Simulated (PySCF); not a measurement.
C3H6Cl2OSi.
Structure used (GFN2-xTB), in Å, numbered top down from 1:
```xyz
13
C3H6Cl2OSi angstrom
C      2.726   -0.393    0.113
C      1.442   -0.479   -0.176
O      0.636    0.615   -0.166
Si    -0.843    0.959   -0.714
Cl    -1.155    2.808   -0.026
C     -2.172   -0.206    0.029
Cl    -1.883   -1.890   -0.507
H      3.182    0.549    0.358
H      3.349   -1.267    0.112
H      0.955   -1.412   -0.425
H     -0.907    0.895   -2.168
H     -2.153   -0.227    1.119
H     -3.180    0.048   -0.289
```

Computed at PBE0/pcSseg-1 (PySCF, non-relativistic), with Q(17O) = −0.0256 b, Q(35Cl) = −0.0817 b: O3, 17O (I = 5/2): χzz = -9.716 MHz, η = 0.131; Cl5, 35Cl (I = 3/2): χzz = -38.91 MHz, η = 0.019; Cl7, 35Cl (I = 3/2): χzz = -77.87 MHz, η = 0.044.

Task: Find the zero-field quadrupole resonance frequencies of 17O at O3.

Result: From the eigenvalues of H = χ/[4I(2I − 1)] × [3Iz² − I(I + 1) + η(Ix² − Iy²)], steps between neighbouring levels, labelled as for η = 0: ±1/2↔±3/2 1.485 MHz, ±3/2↔±5/2 2.905 MHz (silyl ether oxygen).

Task: Find the zero-field quadrupole resonance frequencies of 35Cl at Cl5.

Result: From ν = (|χ|/2)√(1 + η²/3): ν = 19.45 MHz (silicon-bound chlorine). For 37Cl the ratio of quadrupole moments, 0.7881, gives 15.33 MHz.

Task: Find the zero-field quadrupole resonance frequencies of 35Cl at Cl7.

Result: From ν = (|χ|/2)√(1 + η²/3): ν = 38.95 MHz (alkyl chlorine). For 37Cl the ratio of quadrupole moments, 0.7881, gives 30.70 MHz.

Task: Apply the simplest Townes–Dailey estimate (no s hybridisation, no π bonding), ionic character = 1 − χzz/χ0, where χ0 is the coupling for one missing p electron along the bond: −109.74 MHz for 35Cl.

Result: Cl5 on Si4: 1 − (-38.91)/(-109.74) = 0.65; Cl7 on C6: 1 − (-77.87)/(-109.74) = 0.29. In this model a purely covalent bond gives χ0 and a free halide ion gives zero; s hybridisation or π bonding, where present, is counted here as ionic character.

In a crystal, neighbours and librations shift these lines. Geometry: GFN2-xTB, one conformer, isolated molecule. GFN2-xTB bond lengths can be off by several hundredths of an ångström, more for odd bonds, and the gradients follow them. A larger basis could move these couplings by a tenth or more.

The run behind these numbers computed NMR shieldings as well. On Arm Neoverse V2, one thread, no GPU, shared host, this took 40 s wall and 0.75 GiB of memory at its peak.
